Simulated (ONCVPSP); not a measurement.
Mo (Z = 42): one change to an ONCV potential, before and after

```json
{"Element": "molybdenum", "Generator": "ONCVPSP 4.0.1", "Type": "optimised norm-conserving Vanderbilt (ONCV)", "Functional": "BLYP", "Relativity": "scalar-relativistic", "Frozen core": "[Ar] 3d10", "Valence charge": "14", "Reference configuration": "4s2 4p6 4d5 5s1", "Partial waves": "4s+5s: rc 1.85 bohr, ncon 4, nbas 9, qcut 6.7 1/bohr, 2 projectors; 4p: rc 1.15 bohr, ncon 3, nbas 6, qcut 7.4 1/bohr, 2 projectors, debl 3.6 Ha; 4d: rc 1.85 bohr, ncon 4, nbas 8, qcut 7.3 1/bohr, 2 projectors, debl 2.7 Ha; f scattering state at 0.2 Ha: rc 1.45 bohr, ncon 4, nbas 7, qcut 7.1 1/bohr, 3 projectors, debl 2.1 Ha", "Local potential": "polynomial inside 1.10 bohr (lpopt 5, dvloc0 0 Ha)", "Core correction": "none"}
```

Change: d: rc 2.12.

Cutoffs: the cutoffs (Ha) at which the residual kinetic energy of the hardest occupied pseudo-wave falls to 1 and 0.1 mHa per electron; they do not see the model core or the augmentation charge, which bear on the density cutoff. Errors are all-electron minus pseudo energies relative to the spin-unpolarised reference configuration.

Task: Predict the effect on cutoff, ghosts and configuration errors.

Result: The potential gets neither clearly harder nor softer (29 Ha and 82 Ha → 29 Ha and 82 Ha); both files keep a bound ghost (f); of the 4 tests that both files solve, the error grows in 2 and shrinks in 0 by more than 15 % and 0.3 meV (median size 1.2 → 1.4 meV).

```tsv
quantity	base	changed
cutoff, loose	29 Ha	29 Ha
cutoff, tight	82 Ha	82 Ha
loose cutoff by channel	s 15 Ha, p 29 Ha, d 19 Ha	s 15 Ha, p 29 Ha, d 17 Ha
bound ghosts	f	f
GHOST(+) flags under 300 eV	s at 116.6 eV	s at 116.6 eV
error for 4s2 4p6 4d5 5s0, meV [ΔE 6.93 eV]	-1.3	-1.1
error for 4s2 4p6 4d4 5s0, meV [ΔE 22.34 eV]	-1.1	-1.2
error for 4s2 4p6 4d3 5s0, meV [ΔE 48.99 eV]	+3.8	+8.8
error for 4s2 4p6 4d4 5s1, meV [ΔE 7.94 eV]	+1.2	+1.7
s: phases at 1.88 bohr within 0.05 rad from the reference energy up to (Ha; the scan ends near 5)	3.8	3.8
p: phases at 1.17 bohr within 0.05 rad from the reference energy up to (Ha; the scan ends near 5)	to the end of the scan	to the end of the scan
f: phases at 1.47 bohr within 0.05 rad from the reference energy up to (Ha; the scan ends near 5)	to the end of the scan	to the end of the scan
```

Base: The cutoffs count occupied waves only; projector 3 of the f channel, the hardest unoccupied one, needs 91 Ha at the loose tolerance. Changed file: The cutoffs count occupied waves only; projector 3 of the f channel, the hardest unoccupied one, needs 91 Ha at the loose tolerance. A true bound ghost makes a file unfit for plane-wave use even where its test errors are small: the radial tests pick states by their node count and pass the ghost by.
